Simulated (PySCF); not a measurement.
Cartesian coordinates (Å):
SMILES: [C-]#[N+]C
```xyz
6

C      2.0941    -0.0378     0.0510
N      0.9306    -0.0168     0.0227
C     -0.4782     0.0086    -0.0117
H     -0.8208     0.9219    -0.4999
H     -0.8745    -0.0226     1.0041
H     -0.8512    -0.8534    -0.5663
```
Charge 0, spin multiplicity 1.

Task: Predict the HOMO–LUMO gap, total energy and HOMO from PySCF with PBE-D3(BJ)/def2-TZVP // PBE0-D3(BJ)/def2-TZVP.

Result: 
| Item | Result |
|---|---|
| HOMO–LUMO gap | 6.66 eV |
| total energy | -132.5979 Ha |
| HOMO | -7.05 eV |
